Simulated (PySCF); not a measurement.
CH3ClFNSi2.

```xyz
9

F      1.3287     0.4969     1.4897
Si     0.4070     0.1070     0.2155
Cl     1.6814    -0.5129    -1.2784
N     -0.6303     1.4731    -0.2973
C     -1.8093     0.9646    -0.1584
Si    -1.7005    -0.8527     0.5181
H     -2.7013     1.5683    -0.4143
H     -2.2064    -1.9256    -0.3869
H     -2.2577    -1.0563     1.8870
```
Charge 0, spin multiplicity 1.

The structure is a stationary point at B3LYP-D3(BJ)/def2-SVP. The structure was generated by enumeration; whether it is a known compound was not checked.

Method: B3LYP/pcSseg-1 (PySCF). Non-relativistic, no solvent.

Problem. Give the absolute GIAO shielding of each atom: isotropic value and principal components (ppm). (An estimate is asked for; the answer gives what the named calculation found.)

Solution. 
```csv
atom,σ(iso),σ11,σ22,σ33,span
F1,286.2,244.3,275.4,338.7,94.4
Si2,331.9,294.7,335.3,365.6,70.9
Cl3,820.0,670.4,779.8,1010.0,339.6
N4,-319.9,-838.8,-245.1,124.2,963.0
C5,-40.7,-174.9,-74.1,127.0,301.9
Si6,336.8,177.2,352.9,480.2,303.1
H7,20.9,15.8,22.5,24.3,8.6
H8,25.9,22.7,25.2,29.9,7.2
H9,26.0,22.9,25.1,29.8,6.9
```
